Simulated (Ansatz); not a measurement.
Gas-phase electronic energies from Ansatz, PBE0-D4/def2-TZVP geometries. CCSD(T)/CBS adds triple-zeta CCSD(T) − MP2 to the extrapolated MP2 energy (def2 sets, frozen cores). This one scheme is used for every species. DFT in def2-TZVPP. B3LYP here is the variant with VWN-RPA as its local correlation; programs differ in this. For Ge outer-core shells are correlated without core-valence functions, which leaves a few kJ/mol of doubt a bond. Scalar relativity is left out up to krypton. One conformer a species, not always the lowest.

Consider the formal hydrolysis of the Si–Ge bond: `B[SiH2][GeH2][SiH3]` + H₂O → `B[SiH2]O` + `[SiH3][GeH3]`.

`B[SiH2][GeH2][SiH3]`:

Cartesian coordinates in Å:
```
B -1.886 -0.831 1.001
Si -1.664 0.545 -0.410
Ge 0.638 1.152 -0.077
Si 2.060 -0.735 -0.356
H -1.581 -1.969 0.796
H -2.208 -0.529 2.112
H -1.770 0.046 -1.808
H -2.491 1.772 -0.260
H 0.825 1.739 1.335
H 1.008 2.251 -1.092
H 1.826 -1.347 -1.690
H 3.493 -0.351 -0.246
H 1.750 -1.743 0.693
```

H₂O:

```xyz
3

O     0.162    0.303    0.183
H     0.064   -0.593    0.512
H    -0.225    0.289   -0.695
```

`B[SiH2]O`:

```xyz
8

B     1.337   -0.135    0.314
Si   -0.665   -0.059    0.230
O    -1.313    0.829   -1.006
H     2.058    0.210   -0.578
H     1.861   -0.593    1.288
H    -1.239    0.527    1.469
H    -1.107   -1.490    0.160
H    -0.933    0.712   -1.877
```

`[SiH3][GeH3]`:

```xyz
8

Si    0.819    0.841   -0.250
Ge   -0.804   -0.825    0.245
H     0.760    1.929    0.761
H     0.563    1.421   -1.595
H     2.182    0.246   -0.236
H    -0.544   -1.437    1.632
H    -0.757   -1.953   -0.798
H    -2.219   -0.221    0.242
```

(1) Is it downhill or uphill in electronic energy at CCSD(T)/CBS, and by how much? (Estimate.)

(2) What do these levels give: LDA (SPW92), PBE-D4, B3LYP-D4, CAM-B3LYP-D4, B2PLYP, B3LYP, LC-ωPBE, MP2/def2-SVP, CCSD/def2-TZVPP, CCSD(T)/def2-TZVPP, HF/def2-QZVPP, CCSD/CBS(def2)? (Estimate.)

(3) What do rigid-rotor, harmonic-oscillator terms from PBE0-D4/def2-TZVP frequencies (298.15 K, 1 bar) make of the CCSD(T)/CBS value? (Best estimate.)

Largest T1 diagnostic among the species: 0.013.

Results:

(1) The calculation gave: Downhill: ΔE = -10.4 kcal/mol.

(2) Computed: LDA (SPW92) -8.5, PBE-D4 -6.8, B3LYP-D4 -11.5, CAM-B3LYP-D4 -14.2, B2PLYP -13.5, B3LYP -14.1, LC-ωPBE -12.7, MP2/def2-SVP -10.9, CCSD/def2-TZVPP -12.4, CCSD(T)/def2-TZVPP -11.2, HF/def2-QZVPP -20.2, CCSD/CBS(def2) -11.7 kcal/mol.

(3) The calculation gave: ΔZPE = -0.7 kcal/mol, ΔH = -12.2 kcal/mol, ΔS = -8 J/(mol·K), ΔG = -11.6 kcal/mol. Modes under 50 cm⁻¹ make the entropy rough.

Leaving LDA and LC-ωPBE aside and taking each functional with its dispersion term where it has one, the values, not all of them listed here, spread over 7.5 kcal/mol, from CAM-B3LYP-D4 to revPBE-D4. From PBE to PBE0 (25 % exact exchange), in def2-TZVPP and without D4, ΔE moves by −1.2 kcal/mol. In def2-TZVPP, CCSD(T) changes the Hartree–Fock value by +8.6 kcal/mol (the triples alone add +1.3 kcal/mol) and MP2 by +8.6 kcal/mol.
